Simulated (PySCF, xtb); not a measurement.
CHBFNO. Atoms are numbered in the order given.

```xyz
6

B     -0.4988    -1.2531     0.0000
F      0.3890    -2.2330     0.0000
H     -1.6707    -1.5262     0.0000
N     -0.0363     0.0840     0.0000
C      0.0119     1.2852     0.0000
O      0.1058     2.4487     0.0000
```
Charge 0, spin multiplicity 1.

Coordinates come from a B3LYP-D3(BJ)/def2-SVP optimisation. The values are those of a single conformer.

These are C-PCM-B3LYP/def2-SVP run with PySCF values and carry that method's errors.

The values are the electrostatic part of the solvation free energy, E(continuum) − E(gas) at the gas-phase geometry, in a cavity of scaled van der Waals radii (PySCF's table); cavitation and dispersion terms are not included. In vacuum the orbital gap is 7.27 eV. The dipole moment in vacuum is 0.81 D.

Computed values in water (ε = 78.36), tetrahydrofuran (ε = 7.43), ethylethanoate (ε = 5.99):
```tsv
solvent	ε	ΔG(elec) (kcal/mol)	dipole (D)	gap (eV)
water	78.36	-2.0	0.98	7.31
tetrahydrofuran	7.43	-1.8	0.95	7.31
ethylethanoate	5.99	-1.7	0.95	7.31
```

For comparison, GFN2-xTB/ALPB(water) (xtb, at the GFN2-xTB geometry, all terms of that model) gives -0.7 kcal/mol.
